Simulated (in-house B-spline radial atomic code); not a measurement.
Configurations of As⁴⁺, with energies counted from [Ar] 3d10 4s1. Level of theory: Dirac-Hartree-Fock, average of configuration, Fermi nucleus of rms radius 4.0968 fm; calculated with a radial B-spline atomic code at the basis-set limit. Energies include first-order Breit, QED and recoil terms.

Occupations are held fixed; configurations that lie above the ionisation limit could autoionise.

```json
{"configuration": "[Ar] 3d10 4p1", "E - E(ref) (eV)": "12.127", "highest orbital": "4p3/2", "its <r> (bohr)": "1.949"}
{"configuration": "[Ar] 3d10 5p1", "E - E(ref) (eV)": "36.238", "highest orbital": "5p3/2", "its <r> (bohr)": "3.886"}
{"configuration": "[Ar] 3d10 4f1", "E - E(ref) (eV)": "40.203", "highest orbital": "4f5/2", "its <r> (bohr)": "3.525"}
{"configuration": "[Ar] 3d10 6p1", "E - E(ref) (eV)": "46.072", "highest orbital": "6p3/2", "its <r> (bohr)": "6.406"}
{"configuration": "[Ar] 3d10 6d1", "E - E(ref) (eV)": "49.305", "highest orbital": "6d5/2", "its <r> (bohr)": "7.703"}
{"configuration": "[Ar] 3d10 6g1", "E - E(ref) (eV)": "52.211", "highest orbital": "6g9/2", "its <r> (bohr)": "8.795"}
{"configuration": "[Ar] 3d10 7f1", "E - E(ref) (eV)": "54.649", "highest orbital": "7f5/2", "its <r> (bohr)": "13.32"}
{"configuration": "[Ar] 3d9 4s1 6p1", "E - E(ref) (eV)": "86.193", "highest orbital": "6p3/2", "its <r> (bohr)": "6.295"}
{"configuration": "[Ar] 3d9 4s1 5g1", "E - E(ref) (eV)": "88.463", "highest orbital": "5g9/2", "its <r> (bohr)": "5.486"}
{"configuration": "[Ne] 3s2 3p5 3d10 4s1 4f1", "E - E(ref) (eV)": "185.2", "highest orbital": "4f5/2", "its <r> (bohr)": "3.437"}
{"configuration": "[Ne] 3s2 3p5 3d10 4s1 7d1", "E - E(ref) (eV)": "198.09", "highest orbital": "7d5/2", "its <r> (bohr)": "10.98"}
{"configuration": "[Ne] 3s2 3p5 3d10 4s1 8d1", "E - E(ref) (eV)": "200.38", "highest orbital": "8d5/2", "its <r> (bohr)": "15.01"}
{"configuration": "[Ne] 3s2 3p5 3d10 4s1 8f1", "E - E(ref) (eV)": "201.52", "highest orbital": "8f5/2", "its <r> (bohr)": "17.62"}
```

Q: Order these further configurations by energy, lowest first.
A. [Ne] 3s2 3p5 3d10 4s1 5f1
B. [Ar] 3d9 4s1 8p1
C. [Ar] 3d10 7p1
D. [Ar] 3d9 4s1 4f1
E. [Ne] 3s2 3p5 3d10 4s1 5g1

A: C (51.11 eV), D (80.361 eV), B (94.366 eV), A (193 eV), E (193.32 eV).

Q: How far above the reference does [Ne] 3s2 3p5 3d10 4s1 8g1 lie?

A: 201.61 eV; its least bound orbital is 8g9/2 with <r> = 17.17 bohr.

Q: How far above the reference does [Ar] 3d10 8g1 lie?

A: 56.346 eV; its least bound orbital is 8g9/2 with <r> = 17.19 bohr.

Q: How far above the reference does [Ar] 3d10 6s1 lie?

A: 44.025 eV; its least bound orbital is 6s1/2 with <r> = 5.818 bohr.

Q: One of these lies 52.11 eV from the reference. Which?
A. [Ar] 3d9 4s1 4p1
B. [Ne] 3s2 3p5 3d10 4s1 5d1
C. [Ar] 3d9 4s1 7p1
D. [Ar] 3d10 6f1

A: D.
